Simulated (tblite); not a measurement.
Species: C10H10P (charge +1).
Numbering: `[CH:1]#[C:2][P@H+:3]1[CH2:4][CH2:5][c:6]2[cH:7][cH:8][cH:9][cH:10][c:11]21` (hydrogens: H12 on C1; H13 on P3; H14, H15 on C4; H16, H17 on C5; H18 on C7; H19 on C8; H20 on C9; H21 on C10)
Bond orders are those of one Lewis drawing.

Computed with GFN2-xTB (tblite), gas phase: L-BFGS steps from a force-field or distance-geometry start until the largest atomic force falls under 0.01 eV/Å.

Step 37: E = -776.3454 eV
```
atom  x, y, z in Å  |  force x, y, z in eV/Å
C1     -2.9257    1.4988   -2.3596    0.007  -0.026  -0.015
C2     -2.3650    1.0851   -1.3781   -0.002  -0.001  -0.012
P3     -1.5452    0.5816    0.0688   -0.002   0.017   0.007
C4     -1.7666   -1.1537    0.5614    0.036   0.005   0.023
C5     -0.4435   -1.4872    1.2849   -0.008  -0.033  -0.003
C6      0.6570   -0.6618    0.6742   -0.031  -0.005   0.018
C7      2.0123   -0.9310    0.7429   -0.023   0.010   0.024
C8      2.9114   -0.0814    0.1149   -0.008   0.030   0.015
C9      2.4766    1.0465   -0.5656   -0.009   0.058   0.001
C10     1.1307    1.3612   -0.6164   -0.044  -0.012  -0.006
C11     0.2372    0.4956   -0.0005   -0.055  -0.017  -0.014
H12    -3.4234    1.8419   -3.2232   -0.005  -0.003  -0.024
H13    -2.0078    1.4440    1.0445    0.010   0.011   0.054
H14    -2.6504   -1.3189    1.1807    0.032   0.005  -0.023
H15    -1.8651   -1.7525   -0.3525   -0.012   0.047   0.034
H16    -0.2259   -2.5520    1.2091    0.017  -0.027   0.005
H17    -0.5227   -1.2469    2.3496    0.015  -0.004  -0.020
H18     2.3735   -1.7917    1.2828   -0.036  -0.060  -0.016
H19     3.9664   -0.2965    0.1591    0.031  -0.034  -0.003
H20     3.1882    1.6881   -1.0555    0.071   0.049  -0.014
H21     0.7791    2.2476   -1.1220    0.016  -0.009  -0.031
```

Step 38: E = -776.3464 eV
```
atom  x, y, z in Å  |  force x, y, z in eV/Å
C1     -2.9242    1.4957   -2.3623    0.002  -0.022  -0.022
C2     -2.3651    1.0851   -1.3789   -0.005  -0.004  -0.016
P3     -1.5450    0.5824    0.0669   -0.009   0.010   0.038
C4     -1.7683   -1.1500    0.5657    0.023  -0.014   0.023
C5     -0.4425   -1.4899    1.2810   -0.021  -0.041   0.007
C6      0.6566   -0.6628    0.6706   -0.024  -0.035   0.027
C7      2.0122   -0.9311    0.7420   -0.010   0.015   0.022
C8      2.9116   -0.0787    0.1170   -0.007   0.020   0.010
C9      2.4760    1.0486   -0.5646    0.010   0.047   0.014
C10     1.1294    1.3604   -0.6169   -0.016  -0.002  -0.012
C11     0.2350    0.4940   -0.0043    0.005  -0.033  -0.001
H12    -3.4209    1.8372   -3.2267   -0.012   0.002  -0.035
H13    -2.0009    1.4458    1.0437   -0.003   0.028   0.058
H14    -2.6483   -1.3102    1.1910    0.022   0.006  -0.014
H15    -1.8773   -1.7513   -0.3450   -0.007   0.041   0.020
H16    -0.2299   -2.5557    1.1989    0.028  -0.010   0.000
H17    -0.5161   -1.2565    2.3479    0.015   0.000  -0.028
H18     2.3738   -1.7928    1.2818   -0.048  -0.032  -0.030
H19     3.9676   -0.2915    0.1635    0.010  -0.033  -0.003
H20     3.1899    1.6912   -1.0517    0.040   0.040  -0.005
H21     0.7777    2.2471   -1.1199    0.008   0.018  -0.053
```

Step 39: E = -776.3473 eV
```
atom  x, y, z in Å  |  force x, y, z in eV/Å
C1     -2.9229    1.4925   -2.3656   -0.003  -0.017  -0.027
C2     -2.3650    1.0841   -1.3806   -0.009  -0.007  -0.012
P3     -1.5450    0.5833    0.0656   -0.015   0.006   0.055
C4     -1.7695   -1.1468    0.5705    0.002  -0.022   0.017
C5     -0.4416   -1.4937    1.2774   -0.021  -0.037   0.013
C6      0.6558   -0.6643    0.6678   -0.004  -0.045   0.023
C7      2.0120   -0.9306    0.7418    0.002   0.019   0.009
C8      2.9117   -0.0758    0.1193   -0.007   0.007   0.008
C9      2.4757    1.0517   -0.5633    0.029   0.025   0.026
C10     1.1281    1.3597   -0.6174    0.016   0.013  -0.018
C11     0.2332    0.4919   -0.0077    0.052  -0.035   0.009
H12    -3.4190    1.8334   -3.2305   -0.012   0.001  -0.036
H13    -1.9953    1.4489    1.0427   -0.010   0.035   0.053
H14    -2.6460   -1.3015    1.2015    0.008   0.005   0.001
H15    -1.8900   -1.7494   -0.3371   -0.001   0.031   0.003
H16    -0.2325   -2.5600    1.1883    0.033   0.003  -0.004
H17    -0.5091   -1.2669    2.3460    0.011   0.001  -0.026
H18     2.3730   -1.7941    1.2807   -0.052  -0.006  -0.041
H19     3.9687   -0.2876    0.1675   -0.018  -0.026  -0.002
H20     3.1922    1.6948   -1.0485    0.000   0.023   0.011
H21     0.7767    2.2471   -1.1189    0.000   0.025  -0.063
```

Question: Estimate the geometry and energy of step 40. (The exact step hangs on the optimiser's Hessian estimate; all steps are aligned on step 39, rigid shifts and turns removed.)

Answer: E = -776.3483 eV, largest force 0.079 eV/Å
```
atom  x, y, z in Å  |  force x, y, z in eV/Å
C1     -2.9216    1.4886   -2.3701   -0.004  -0.013  -0.024
C2     -2.3649    1.0821   -1.3836   -0.011  -0.008  -0.002
P3     -1.5450    0.5844    0.0647   -0.014   0.006   0.053
C4     -1.7711   -1.1434    0.5770   -0.020  -0.020   0.007
C5     -0.4407   -1.4990    1.2733   -0.010  -0.022   0.010
C6      0.6550   -0.6666    0.6653    0.012  -0.034   0.008
C7      2.0118   -0.9296    0.7420    0.013   0.012  -0.005
C8      2.9118   -0.0723    0.1223   -0.002  -0.003   0.005
C9      2.4760    1.0556   -0.5611    0.032   0.002   0.033
C10     1.1270    1.3595   -0.6181    0.042   0.019  -0.015
C11     0.2321    0.4891   -0.0111    0.076  -0.017   0.013
H12    -3.4175    1.8297   -3.2356   -0.004  -0.007  -0.026
H13    -1.9901    1.4541    1.0412   -0.013   0.035   0.041
H14    -2.6431   -1.2909    1.2148   -0.008   0.001   0.018
H15    -1.9055   -1.7467   -0.3276    0.005   0.018  -0.014
H16    -0.2344   -2.5652    1.1747    0.033   0.009  -0.006
H17    -0.5002   -1.2803    2.3438    0.003   0.000  -0.017
H18     2.3712   -1.7955    1.2790   -0.044   0.014  -0.044
H19     3.9696   -0.2838    0.1720   -0.044  -0.017   0.000
H20     3.1948    1.6994   -1.0446   -0.037   0.007   0.028
H21     0.7756    2.2475   -1.1188   -0.005   0.017  -0.061
```

The energy changes by -0.0010 eV. The first-order estimate −F·Δx gives -0.0014 eV and the mean of the old and new forces, exact on a quadratic surface, -0.0010 eV. The step makes an angle of 79° with the force vector and moves no atom by more than 0.018 Å.
